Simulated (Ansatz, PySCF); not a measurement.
H2O3Si, SMILES O=[Si](O)O. Atoms are numbered in the order given.

```xyz
6

Si     0.0000     0.0000    -0.0973
O      0.0000     0.0000    -1.6253
O      0.0000     1.2841     0.9141
O      0.0000    -1.2842     0.9141
H      0.0000     2.1444     0.4736
H      0.0000    -2.1444     0.4735
```

Coordinates come from a B3LYP-D3(BJ)/def2-SVP optimisation. Other conformers were not sampled.

Two levels are set side by side: PBE-D3(BJ)/def2-SVP (Ansatz, a program for electronic structure) and B3LYP-D3(BJ)/def2-SVP (PySCF). Each level has its own optimised geometry; the coordinates shown are those of the second. Frequencies come from the Hessian of PySCF at each geometry. Differences are taken from unrounded values.

```csv
quantity,B3LYP-D3(BJ)
mean bond length (Å),1.346
bond Si1–O2 (Å),1.528
bond Si1–O3 (Å),1.635
bond Si1–O4 (Å),1.635
bond O3–H5 (Å),0.966
bond O4–H6 (Å),0.966
highest harmonic wavenumber (cm⁻¹),3860
mean harmonic wavenumber (cm⁻¹),1201
zero-point energy (kcal/mol),20.60
```

Task: What does PBE-D3(BJ) give, and how far is it from B3LYP-D3(BJ)? (An estimate is asked for; the answer gives what the named calculation found.)

Result: 
```json
[
 {"quantity": "mean bond length (Å)", "PBE-D3(BJ)": "1.360", "PBE-D3(BJ) minus B3LYP-D3(BJ)": "0.014"},
 {"quantity": "bond Si1–O2 (Å)", "PBE-D3(BJ)": "1.545", "PBE-D3(BJ) minus B3LYP-D3(BJ)": "0.017"},
 {"quantity": "bond Si1–O3 (Å)", "PBE-D3(BJ)": "1.652", "PBE-D3(BJ) minus B3LYP-D3(BJ)": "0.017"},
 {"quantity": "bond Si1–O4 (Å)", "PBE-D3(BJ)": "1.652", "PBE-D3(BJ) minus B3LYP-D3(BJ)": "0.017"},
 {"quantity": "bond O3–H5 (Å)", "PBE-D3(BJ)": "0.975", "PBE-D3(BJ) minus B3LYP-D3(BJ)": "0.009"},
 {"quantity": "bond O4–H6 (Å)", "PBE-D3(BJ)": "0.975", "PBE-D3(BJ) minus B3LYP-D3(BJ)": "0.009"},
 {"quantity": "highest harmonic wavenumber (cm⁻¹)", "PBE-D3(BJ)": "3751", "PBE-D3(BJ) minus B3LYP-D3(BJ)": "-109"},
 {"quantity": "mean harmonic wavenumber (cm⁻¹)", "PBE-D3(BJ)": "1164", "PBE-D3(BJ) minus B3LYP-D3(BJ)": "-36"},
 {"quantity": "zero-point energy (kcal/mol)", "PBE-D3(BJ)": "19.97", "PBE-D3(BJ) minus B3LYP-D3(BJ)": "-0.63"}
]
```

GGA bonds tend to be longer and softer than those of functionals with exact exchange. Differences between two approximate levels are no errors against the true value.
